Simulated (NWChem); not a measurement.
A series in which one site is exchanged, each optimised at PBE0/def2-SVP with NWChem, gas phase unless a solvent is named. Some are not confirmed as minima by frequencies. def2 effective core potentials on I, Hf; no spin-orbit coupling.

A: I[SiH3] (SiH3I; site = Si)
B: [TiH3][I] (TiH3I; site = Ti)
C: [HfH3][I] (HfH3I; site = Hf)
D: [GeH3][I] (GeH₃I; site = Ge)

```
quantity                                                  A           B      C     D
-----------------------------------------------------  ----  ----------  -----  ----
orbital gap (eV), PBE0/def2-SVP                        6.97  (withheld)   5.92  6.53
vertical ionisation energy, ΔSCF, B3LYP/def2-SVP (eV)  9.99  (withheld)  10.21  9.80
static polarisability, B3LYP/def2-SVPD (bohr³)         65.1  (withheld)   83.8  69.5
lowest singlet excitation, B3LYP/def2-SVPD, TDA (eV)   5.27  (withheld)   4.25  4.83
```

Question: Complete the blanks.

Answer: 
- orbital gap (eV), PBE0/def2-SVP, B: 5.22
- vertical ionisation energy, ΔSCF, B3LYP/def2-SVP (eV), B: 10.51
- static polarisability, B3LYP/def2-SVPD (bohr³), B: 80.8
- lowest singlet excitation, B3LYP/def2-SVPD, TDA (eV), B: 3.21
